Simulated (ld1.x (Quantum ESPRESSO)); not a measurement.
Reading a pseudo-wave (nitrogen)

Columns: radius, all-electron u(r) and pseudo u(r) of the 2p shell (level -13.44 eV) of nitrogen in the configuration [He] 2s2 2p2.5; PBE, scalar-relativistic, RRKJ scheme, ld1.x (Quantum ESPRESSO) 7.5.

```csv
r (bohr),all-electron,pseudo
0.062,0.0337,0.0153
0.125,0.1114,0.0608
0.188,0.2076,0.1321
0.250,0.3059,0.2210
0.312,0.4000,0.3210
0.375,0.4870,0.4256
0.438,0.5632,0.5259
0.500,0.6272,0.6141
0.562,0.6809,0.6880
0.625,0.7252,0.7465
0.688,0.7597,0.7880
0.750,0.7847,0.8140
0.812,0.8017,0.8276
0.875,0.8117,0.8317
0.938,0.8153,0.8288
1.000,0.8136,0.8214
1.062,0.8073,0.8110
1.125,0.7971,0.7983
1.188,0.7837,0.7839
1.250,0.7679,0.7679
1.312,0.7502,0.7502
1.375,0.7304,0.7304
1.438,0.7095,0.7095
1.500,0.6879,0.6879
1.562,0.6658,0.6658
1.625,0.6429,0.6429
```

(1) How many radial nodes do the two functions have?

(2) At about which radius was the pseudo-wave matched?

(3) Where does each function peak?

(4) Is the pseudo-wave norm-conserving?

Results:

(1) The all-electron 2p function has n − l − 1 = 0; the pseudo-wave has 0.

(2) 1.25 bohr, where the columns begin to agree (steps of 0.06 bohr).

(3) Outermost all-electron maximum near 0.94 bohr, pseudo maximum near 0.88 bohr (to the table’s step).

(4) Yes: the RRKJ scheme keeps the norm inside the radius equal to the all-electron one, which fixes the energy derivative of the logarithmic derivative at the level.
